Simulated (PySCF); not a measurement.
# Relaxation of singlet IO(OH)

Level of theory: PySCF, PBE0, basis I def2-TZVP with ECP28, O def2-TZVP, H def2-TZVP (scalar-relativistic core potentials, no spin–orbit coupling, density fitting). A (50,194) grid was used.

A start displaced from a saddle point along its imaginary mode, with no symmetry imposed:

```xyz
4
charge 0 multiplicity 1, angstrom
I     0.0009    0.0285    0.0372
O     0.0240   -0.1200    1.8990
O    -0.0811   -0.0994   -2.0393
H     0.7878   -0.1087   -2.4598
```

Optimiser trace:
| step | E − E(last) (kJ/mol) | largest gradient (Eh/bohr) |
| --- | --- | --- |
| 0 | 160.73 | 0.01890 |
| 1 | 133.80 | 0.02776 |
| 2 | 94.17 | 0.03987 |
| 3 | 58.64 | 0.05794 |
| 4 | 24.79 | 0.02994 |
| 5 | 3.65 | 0.00842 |
| 6 | 3.27 | 0.01560 |
| 7 | 1.16 | 0.00423 |
| 8 | 0.67 | 0.00405 |
| 9 | 0.26 | 0.00861 |
| 10 | 0.05 | 0.00134 |
| 11 | 0.01 | 0.00081 |
| 12 | 0.00 | 0.00015 |
| 13 | 0.00 | 0.00005 |

It ends at C1 with I–O 1.802 Å, I–O 1.959 Å, O–H 0.965 Å; H–O–I 107.6°, O–I–O 105.3° (after a last refinement on a finer grid). A frequency run shows a minimum. Other isomers or separated fragments may lie lower.
